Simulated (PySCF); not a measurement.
## Dipole response of N⁺ (nitrogen, charge +1)

[He] 2s2 2p2, high-spin 3P determinant. All numbers are calculated (PySCF 2.14, scalar relativity by spin-free X2C-1e, in aug-cc-pCVTZ-DK with one added diffuse shell each of s, p, d, f type (8s7p5d3f, 75 functions)). Coupled (time-dependent) response in atomic units; α is the mean over directions.

| method | mean α (bohr³) | α xx, yy, zz | C₆ (like pair) | S(−4) |
| --- | --- | --- | --- | --- |
| UHF | 3.929 | 3.991, 3.898, 3.898 | 8.254 | 13.28 |
| PBE | 3.915 | 3.920, 3.912, 3.912 | 8.500 | 10.34 |
| PBE0 | 3.867 | 3.891, 3.855, 3.855 | 8.322 | 10.39 |
| BLYP | 3.879 | 3.903, 3.867, 3.867 | 8.403 | 9.920 |
| BP86 | 3.909 | 3.910, 3.909, 3.909 | 8.498 | 10.22 |

S(−4) is the Cauchy moment in α(ω) = α(0) + S(−4) ω² + …

α(iu) at BP86:

```
u (hartree)  α(iu) (bohr³)
          0          3.909
     0.0500          3.884
      0.100          3.811
      0.200          3.557
      0.300          3.226
      0.500          2.558
      0.750          1.903
       1.00          1.445
       1.50         0.8984
       2.00         0.6066
       3.00         0.3274
       5.00         0.1396
```

A single London oscillator, α(iu) = α/(1 + u²/ω²), gives C₆ = (3/4) ω α². Matching the computed C₆ needs ω = 4 × 8.498 / (3 × 3.909²) = 0.742 hartree.

For an ion, C₆ is the dispersion term alone; charge-induced terms of lower order in 1/R come first.

The components differ because the open shell of this determinant is not spherical; for a pure term their mean is the scalar polarisability.
